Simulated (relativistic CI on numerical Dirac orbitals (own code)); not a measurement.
The 4d ions of charge 4+

Method of calculation: Dirac-Coulomb-Breit CI, separate exchange-only KLI orbitals for each configuration, QED by a radiative potential, unscaled Slater integrals (own radial code, finite nucleus).

Each species is treated in one configuration, given outside its closed core, with all valence electrons in the open shell. Radial values are for the open shell of highest l, unscaled and averaged over j; ζ includes the Breit term. Labels give the leading LS character, summed over repeated terms.

```
 Ion  Configuration  Its lowest level  LS weight (%)  F² (cm⁻¹)  F⁴ (cm⁻¹)  ζ (cm⁻¹)    g_J  g√(J(J+1))
Nb4+             4d             ²D3/2            100                           690.9  0.799        1.55
Mo4+            4d²               ³F2             99      66780      44150     861.1  0.669        1.64
Tc4+            4d³             ⁴F3/2             99      70290      46470      1054  0.402        0.78
Ru4+            4d⁴               ⁵D0             98      73770      48760      1271               0.00
Rh4+            4d⁵             ⁶S5/2             99      77220      51030      1515  1.998        5.91
Pd4+            4d⁶               ⁵D4             98      80630      53280      1786  1.496        6.69
Ag4+            4d⁷             ⁴F9/2             97      84010      55500      2086  1.327        6.60
Cd4+            4d⁸               ³F4             99      87360      57710      2419  1.248        5.58
```
